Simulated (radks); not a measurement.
Results of a calculation; reference values are marked as such.
Task: All-electron atom: Tm XLIII in [Ar] 3d9 (the NIST ground configuration). Code: a radial shooting solver on a logarithmic mesh with Libxc functionals. Model: scalar-relativistic Kohn-Sham, exchange-only LDA, spin-polarised, spherical densities, point nucleus; open shells are filled with parallel spins first (spin-orbit coupling, left out, can overturn this in heavy ions). Some entries of the table are withheld. Estimate them.

orbital  occ.  eigenvalue (eV)  r(max) (bohr)  <r> (bohr)
1s up       1        -61314.30        0.01262     0.02002
1s down     1        -61314.17        0.01262     0.02002
2s up       1        -12026.49        0.07184     0.08471
2s down     1        -12022.50        0.07183     0.08469
2p up       3        -10866.71        0.05845     0.07519
2p down     3        -10863.47        0.05844     0.07518
3s up       1        -4143.697         0.2006      0.2157
3s down     1        -4139.353         0.2006      0.2158
3p up       3              (1)         0.1968      0.2136
3p down     3              (2)         0.1968      0.2137
3d up       5        -3377.858         0.1591         (3)
3d down     4        -3372.590         0.1591         (4)
4s up       0        -2044.454         0.4212      0.4245
4s down     0        -2042.904         0.4215      0.4247
4p up       0        -1908.219            (5)      0.4321
4p down     0        -1906.704            (6)      0.4324

Result: 
(1) 3p up eigenvalue (eV): -3791.371
(2) 3p down eigenvalue (eV): -3787.002
(3) 3d up <r> (bohr): 0.1918
(4) 3d down <r> (bohr): 0.1919
(5) 4p up r(max) (bohr): 0.4293
(6) 4p down r(max) (bohr): 0.4296
